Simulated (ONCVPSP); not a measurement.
**niobium (Nb): one change to an ONCV potential, before and after**

ONCVPSP 4.0.1 input, shortened (lines: element, Z, core and valence counts, functional; n l f; lmax; l rc ep ncon nbas qcut; lloc lpopt rc5 dvloc0; l nproj debl; icmod fcfact rcfact), PBE, fully relativistic:

```
  Nb 41.00    6    4        4      upf
    1    0    2.00
    2    0    2.00
    2    1    6.00
    3    0    2.00
    3    1    6.00
    3    2   10.00
    4    0    2.00
    4    1    6.00
    4    2    4.00
    5    0    1.00
    2
    0    1.60    0.00    4    7    6.60
    1    1.60    0.00    3    7   10.50
    2    1.60    0.00    5    9    6.90
    4    5    1.40    2.00
    0    3    3.20
    1    2    3.70
    2    3    1.60
    2    0.65    1.10
```

Open shells are filled in proportion to 2j + 1.

Change: s: qcut 7.1; p: qcut 11.3; d: qcut 7.5.

Cutoffs: the cutoffs (Ha) at which the residual kinetic energy of the hardest occupied pseudo-wave falls to 1 and 0.1 mHa per electron; they do not see the model core or the augmentation charge, which bear on the density cutoff. Errors are all-electron minus pseudo energies relative to the spin-unpolarised reference configuration.

Task: Predict the effect on cutoff, ghosts and configuration errors.

Result: The potential gets harder (31 Ha and 38 Ha → 35 Ha and 42 Ha); the bound ghosts move from d to d, s; of the 3 tests that both files solve, the error grows in 2 and shrinks in 0 by more than 15 % and 0.3 meV (median size 0.4 → 1.4 meV).

| quantity | base | changed |
| --- | --- | --- |
| cutoff, loose | 31 Ha | 35 Ha |
| cutoff, tight | 38 Ha | 42 Ha |
| loose cutoff by channel | s 18 Ha, p 31 Ha, d 18 Ha | s 20 Ha, p 35 Ha, d 18 Ha |
| bound ghosts | d5/2, d3/2 | s, d5/2, d3/2 |
| GHOST(+) flags under 300 eV | none | none |
| largest miss of a reference level, eV | 0.00 | 0.06 |
| tests with a reliable result | 3 of 4 | 3 of 4 |
| error for 4s2 4p6 4d4 5s0, meV [ΔE 6.64 eV] | -0.4 | +1.4 |
| error for 4s2 4p6 4d3 5s0, meV [ΔE 20.68 eV] | +0.5 | +2.8 |
| error for 4s2 4p6 4d4.5 5s0.5, meV [ΔE 0.56 eV] | -0.3 | +0.4 |
| s: phases at 1.62 bohr within 0.05 rad from the reference energy up to (Ha; the scan ends near 5) | to the end of the scan | to the end of the scan |
| p3/2: phases at 1.62 bohr within 0.05 rad from the reference energy up to (Ha; the scan ends near 5) | to the end of the scan | to the end of the scan |
| p1/2: phases at 1.62 bohr within 0.05 rad from the reference energy up to (Ha; the scan ends near 5) | to the end of the scan | to the end of the scan |
| d5/2: phases at 1.62 bohr within 0.05 rad from the reference energy up to (Ha; the scan ends near 5) | to the end of the scan | to the end of the scan |
| d3/2: phases at 1.62 bohr within 0.05 rad from the reference energy up to (Ha; the scan ends near 5) | to the end of the scan | to the end of the scan |
| rms error of d²Exc/dni dnj with the model core, mHa | 4.47 | 4.73 |

 A true bound ghost makes a file unfit for plane-wave use even where its test errors are small: the radial tests pick states by their node count and pass the ghost by.
